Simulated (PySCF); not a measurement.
An element was calculated at UHF (PySCF 2.14, spin-free X2C, a quadruple-zeta basis, no spin-orbit coupling), in the ground configurations that NIST lists.

* electron affinity: 2.298 eV
* first ionisation energy: 9.543 eV
* second ionisation energy: 17.672 eV
* third ionisation energy: 29.862 eV
* polarisability of the atom: 31.9 bohr³

Which element is it?

Iodine (I, Z = 53), in aug-cc-pVQZ-DK3. NIST lists 10.451, 19.131, 29.57 ± 0.025 eV for these ionisation energies.
